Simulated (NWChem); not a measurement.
CH₆OSi; SMILES OC[SiH3]

```xyz
9

O      0.3950     1.6667    -0.0430
C     -0.6301     0.6767     0.0055
Si     0.0990    -1.0928    -0.0238
H      0.9333     1.5631     0.7634
H     -1.2618     0.8236    -0.8966
H     -1.3182     0.8027     0.8790
H      1.0483    -1.2191     1.1415
H      0.8790    -1.3156    -1.2890
H     -0.9686    -2.1495     0.1046
```
Atoms are numbered in this order, from 1.

Computed with NWChem. All runs use the structure optimised with PBE-D3(BJ)/def2-SVP. Static field.

For level B3LYP/Sadlej pVTZ:

```yaml
isotropic polarisability (bohr³): 50.5
anisotropy (bohr³): 8.7
```

Question: What are these values for level PBE/Sadlej pVTZ?

Answer: 
- isotropic polarisability (bohr³): 52.6
- anisotropy (bohr³): 10.3
